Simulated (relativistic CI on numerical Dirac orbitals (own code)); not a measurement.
**Hf11+: q coefficients and field-shift factors**

These numbers are calculated, not measured: Dirac-Coulomb-Breit CI, separate exchange-only KLI orbitals for each configuration, derivatives by finite differences, unscaled Slater integrals, QED left out (own radial code, finite nucleus).

Configuration list (outside the closed core [Kr] 4d10): 4f12 5s2 5p, 4f13 5s2, 4f12 5s 5p2, 4f14 5p, 4f14 5s, 4f13 5s 5p, 4f12 5s2 5d, 4f12 5p3. The list is cut by size and lacks configurations that can hold low levels.

With x = (α/α₀)² − 1 an excitation energy changes as ω = ω₀ + qx; K = 2q/ω₀ is the relative enhancement. Terms are leading LS components, so labels can repeat. The field-shift factor is F = δν/δ⟨r²⟩ for the transition from the lowest level.

Lowest level 4f12 5s2 5p 4G°_11/2.

| Level | ω₀ (cm⁻¹) | q (cm⁻¹) | K | F (GHz/fm²) |
| --- | --- | --- | --- | --- |
| 4f12 5s2 5p 2I°_13/2 | 5751.6 | -985.8 | -0.343 | 0.155 |
| 4f12 5s2 5p 4D°_7/2 | 10120.8 | -2308 | -0.456 | 0.318 |
| 4f12 5s2 5p 2G°_9/2 | 12762.5 | 699 | 0.11 | 0.111 |
| 4f12 5s2 5p 4I°_11/2 | 16060.2 | 10300 | 1.28 | 0.854 |
| 4f12 5s2 5p 4G°_9/2 | 16270.3 | 10760 | 1.32 | 0.774 |
| 4f12 5s2 5p 4G°_7/2 | 21325.2 | 11690 | 1.1 | 0.899 |
| 4f12 5s2 5p 4G°_5/2 | 24474.5 | 9963 | 0.814 | 0.93 |
| 4f12 5s2 5p 4I°_9/2 | 24821.4 | 14490 | 1.17 | 0.904 |
| 4f12 5s2 5p 2D°_3/2 | 27151.2 | 5329 | 0.393 | 0.772 |
| 4f12 5s2 5p 2F°_5/2 | 28852.9 | 9782 | 0.678 | 0.434 |
| 4f12 5s2 5p 4G°_7/2 | 31184.0 | 13460 | 0.863 | 0.603 |
| 4f12 5s2 5p 2H°_9/2 | 34435.6 | 18180 | 1.06 | 1.59 |
| 4f12 5s2 5p 2G°_7/2 | 43039.8 | 27060 | 1.26 | 0.881 |
| 4f12 5s2 5p 4P°_3/2 | 47384.5 | 9045 | 0.382 | 0.947 |
| 4f12 5s2 5p 2F°_5/2 | 48276.9 | 12850 | 0.532 | 0.882 |
| 4f12 5s2 5p 2K°_13/2 | 56214.3 | 8503 | 0.303 | 1.44 |
| 4f12 5s2 5p 4D°_1/2 | 56843.2 | 13430 | 0.473 | 1.14 |
| 4f12 5s2 5p 2H°_11/2 | 58792.9 | 12810 | 0.436 | 0.897 |
| 4f12 5s2 5p 4D°_1/2 | 59073.7 | 10490 | 0.355 | 0.704 |
| 4f13 5s2 2F°_7/2 | 62195.3 | 178700 | 5.74 | -28.1 |
| 4f12 5s2 5p 4D°_3/2 | 63579.6 | 19050 | 0.599 | 1.07 |
| 4f12 5s2 5p 2D°_5/2 | 64638.1 | 21080 | 0.652 | 1.01 |
| 4f12 5s2 5p 2P°_3/2 | 68984.6 | 20160 | 0.585 | 1.12 |

At this charge transitions that keep the count of f electrons are usually good to a few per cent. Terms inside the open d or f shell come out 10 to 20 % too wide with unscaled integrals. Levels and lines within the n = 5 or 6 shells can be off by up to 10 % or somewhat more, and those that change n by about 2 %, since core polarisation is missing. Levels that differ in their count of f electrons can be misplaced by several ten thousand cm⁻¹, since the correlation energy of f electrons is missing or only estimated; rates across such gaps can be off by orders of magnitude.
